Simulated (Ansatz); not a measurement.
`[OH][GaH][OH]` + HBr → `[OH][GaH][Br]` + H₂O  (ligand exchange at a Ga–O bond)

Program: Ansatz. Geometries: PBE0-D4/def2-TZVP. ΔE: electronic, gas phase. CCSD(T)/CBS adds triple-zeta CCSD(T) − MP2 to the extrapolated MP2 energy (def2 sets, frozen cores). This one scheme is used for every species. Functionals use def2-TZVPP. HSE06 is defined as in plane-wave codes. For Br, Ga outer-core shells are correlated without core-valence functions, which leaves a few kJ/mol of doubt a bond. Scalar relativity is left out up to krypton. Each species was taken in one conformer, which may not be the lowest.

```csv
level,ΔE (kcal/mol)
HSE06-D4,-19.2
ωB97M-V,-17.7
revPBE,-17.5
MP2/def2-TZVPP,-17.1
```

Task: What does CCSD(T)/CBS give? (An estimate is asked.)

Result: Computed: -17.7 kcal/mol. The listed levels differ from it by -1.5, 0.0, 0.2, 0.6 kcal/mol.

Largest T1 diagnostic among the species: 0.015.

At CCSD(T), def2-SVP lies +3.1 kcal/mol from the extrapolated value and def2-TZVPP +1.1 kcal/mol. From r2SCAN to r2SCAN0 (25 % exact exchange), in def2-TZVPP and without D4, ΔE moves by −1.3 kcal/mol. In def2-TZVPP, CCSD(T) changes the Hartree–Fock value by +3.1 kcal/mol (the triples alone add +0.2 kcal/mol) and MP2 by +2.6 kcal/mol.
